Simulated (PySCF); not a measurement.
# ¹⁵N chemical shifts

PySCF calculation with shielding tensors at PBE0/pcSseg-1 (GIAO) and GFN2-xTB geometry; gas phase, one computed conformer, no relativistic terms, fast rotation and ring inversion assumed for equivalent nuclei.

Shieldings were converted by a linear fit to measured shifts: ¹⁵N: δ = -148.07 − 0.921σ (rms 6.3 ppm, 71 shifts vs CH3NO2, solution or neat liquid). Occasional misses reach two or three times the rms, and more in compound classes unlike the fitted ones.

Task: Give the ¹⁵N shifts of `N#Cc1nccnn1`, `N#Cc1nccnn1`, `COc1snnc1C`, `N#Cc1ccnnn1`, `COCc1ncsn1`.

Result: 
```json
{"compound": "[N:1]#[C:2][c:3]1[n:4][cH:5][cH:6][n:7][n:8]1", "environment": "N7: pyridine-type ring nitrogen", "δ (ppm)": "63.9"}
{"compound": "[N:1]#[C:2][c:3]1[n:4][cH:5][cH:6][n:7][n:8]1", "environment": "N8: pyridine-type ring nitrogen", "δ (ppm)": "29.6"}
{"compound": "[N:1]#[C:2][c:3]1[n:4][cH:5][cH:6][n:7][n:8]1", "environment": "N4: pyridine-type ring nitrogen", "δ (ppm)": "-77.3"}
{"compound": "[N:1]#[C:2][c:3]1[n:4][cH:5][cH:6][n:7][n:8]1", "environment": "N1: nitrile nitrogen", "δ (ppm)": "-97.3"}
{"compound": "[N:1]#[C:2][c:3]1[n:4][cH:5][cH:6][n:7][n:8]1", "environment": "N7: pyridine-type ring nitrogen", "δ (ppm)": "63.9"}
{"compound": "[N:1]#[C:2][c:3]1[n:4][cH:5][cH:6][n:7][n:8]1", "environment": "N8: pyridine-type ring nitrogen", "δ (ppm)": "29.6"}
{"compound": "[N:1]#[C:2][c:3]1[n:4][cH:5][cH:6][n:7][n:8]1", "environment": "N4: pyridine-type ring nitrogen", "δ (ppm)": "-77.3"}
{"compound": "[N:1]#[C:2][c:3]1[n:4][cH:5][cH:6][n:7][n:8]1", "environment": "N1: nitrile nitrogen", "δ (ppm)": "-97.3"}
{"compound": "[CH3:1][O:2][c:3]1[s:4][n:5][n:6][c:7]1[CH3:8]", "environment": "N6: pyridine-type nitrogen of an azole", "δ (ppm)": "50.1"}
{"compound": "[CH3:1][O:2][c:3]1[s:4][n:5][n:6][c:7]1[CH3:8]", "environment": "N5: pyridine-type nitrogen of an azole", "δ (ppm)": "-18.7"}
{"compound": "[N:1]#[C:2][c:3]1[cH:4][cH:5][n:6][n:7][n:8]1", "environment": "N7: pyridine-type ring nitrogen", "δ (ppm)": "104.1"}
{"compound": "[N:1]#[C:2][c:3]1[cH:4][cH:5][n:6][n:7][n:8]1", "environment": "N6: pyridine-type ring nitrogen", "δ (ppm)": "19.2"}
{"compound": "[N:1]#[C:2][c:3]1[cH:4][cH:5][n:6][n:7][n:8]1", "environment": "N8: pyridine-type ring nitrogen", "δ (ppm)": "16.7"}
{"compound": "[N:1]#[C:2][c:3]1[cH:4][cH:5][n:6][n:7][n:8]1", "environment": "N1: nitrile nitrogen", "δ (ppm)": "-84.7"}
{"compound": "[CH3:1][O:2][CH2:3][c:4]1[n:5][cH:6][s:7][n:8]1", "environment": "N5: pyridine-type nitrogen of an azole", "δ (ppm)": "-75.6"}
{"compound": "[CH3:1][O:2][CH2:3][c:4]1[n:5][cH:6][s:7][n:8]1", "environment": "N8: pyridine-type nitrogen of an azole", "δ (ppm)": "-106.4"}
```

Task: Match the shifts -64.3, -109.0, -378.3, -417.5 ppm to `C#C[Si@H]([SiH3])O[SiH2]N`, `O=C(O)[SiH2]N([SiH3])[SiH3]`, `P#Cc1cccnc1`, `N#CCO[SiH]([SiH3])[SiH3]`.

Result: -64.3: P#Cc1cccnc1 (pyridine-type ring nitrogen); -109.0: N#CCO[SiH]([SiH3])[SiH3] (nitrile nitrogen); -378.3: C#C[Si@H]([SiH3])O[SiH2]N (nitrogen bonded to Si, 2 H); -417.5: O=C(O)[SiH2]N([SiH3])[SiH3] (nitrogen bonded to 3 Si).
